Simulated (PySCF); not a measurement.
Dipole response of Bi²⁺ (bismuth, charge +2)

[Xe] 4f14 5d10 6s2 6p1, 2P determinant. Computed with PySCF 2.14 in ANO-RCC-VTZP (8s7p5d3f2g, 93 functions), with scalar relativity by spin-free X2C-1e. Coupled (time-dependent) response in atomic units; α is the mean over directions. The basis has no added diffuse functions, which lowers α and C₆.

```csv
method,mean α (bohr³),"α xx, yy, zz",C₆ (like pair),S(−4)
UHF,16.28,"15.65, 17.54, 15.65",124.0,61.40
PBE,15.40,"14.41, 17.39, 14.41",116.2,55.62
```

S(−4) is the Cauchy moment in α(ω) = α(0) + S(−4) ω² + …

Spin-orbit coupling is absent.

α(iu) at PBE:

| u (hartree) | α(iu) (bohr³) |
| --- | --- |
| 0 | 15.40 |
| 0.0500 | 15.27 |
| 0.100 | 14.87 |
| 0.200 | 13.54 |
| 0.300 | 11.89 |
| 0.500 | 8.910 |
| 0.750 | 6.431 |
| 1.00 | 4.921 |
| 1.50 | 3.249 |
| 2.00 | 2.347 |
| 3.00 | 1.401 |
| 5.00 | 0.6619 |

A single London oscillator, α(iu) = α/(1 + u²/ω²), gives C₆ = (3/4) ω α². Matching the computed C₆ needs ω = 4 × 116.2 / (3 × 15.40²) = 0.653 hartree.

For an ion, C₆ is the dispersion term alone; charge-induced terms of lower order in 1/R come first.

The components differ because the open shell of this determinant is not spherical; for a pure term their mean is the scalar polarisability.

Spin-orbit coupling, absent here, splits the open shell strongly.
